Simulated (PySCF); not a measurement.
## How exact exchange moves a shielding

Molecule: `F[SiH2][Se][SiH3]`, FH₅SeSi₂.

Atom-mapped SMILES (the numbers label the heavy atoms): `[F:1][SiH2:2][Se:3][SiH3:4]`; H(Xn) means a hydrogen on atom n.

GIAO shieldings (ppm, equivalent atoms averaged) in PySCF 2.14.0 with density-fitted response routines on the PBE0-D3(BJ)/def2-SVP geometry, basis pcSseg-2, gas phase, non-relativistic:

```tsv
functional	exact exchange (%)	σ(F1)	σ(Si2)	σ(Si4)	σ(Se3)
BLYP	0	335.9	300.3	363.8	2097.9
BP86	0	337.5	309.0	375.2	2143.2
PBE	0	337.1	310.0	378.0	2150.4
B3LYP	20	348.2	316.0	377.3	2167.3
PBE0	25	352.3	329.9	394.3	2233.0
mPW1PW91	25	352.6	329.2	392.2	2227.5
HF	100	381.1	386.4	434.2	2389.4
```

Task: Fit each shielding as a line in the percentage of exact exchange.

Result: σ(F1) = 338.5 + 0.44 x (rms 2.1 ppm); σ(Si2) = 306.3 + 0.80 x (rms 4.1 ppm); σ(Si4) = 372.7 + 0.62 x (rms 5.7 ppm); σ(Se3) = 2138.0 + 2.60 x (rms 23.5 ppm). The functionals also differ in their semilocal parts, which the line can't hold; Hartree–Fock has no correlation at all.

Task: What does the line predict for BHandHLYP (50 %), and what does the run give?

Result: σ(F1): 360.5 predicted, 362.6 computed; σ(Si2): 346.3 predicted, 340.3 computed; σ(Si4): 403.7 predicted, 397.4 computed; σ(Se3): 2268.0 predicted, 2254.7 computed ppm.
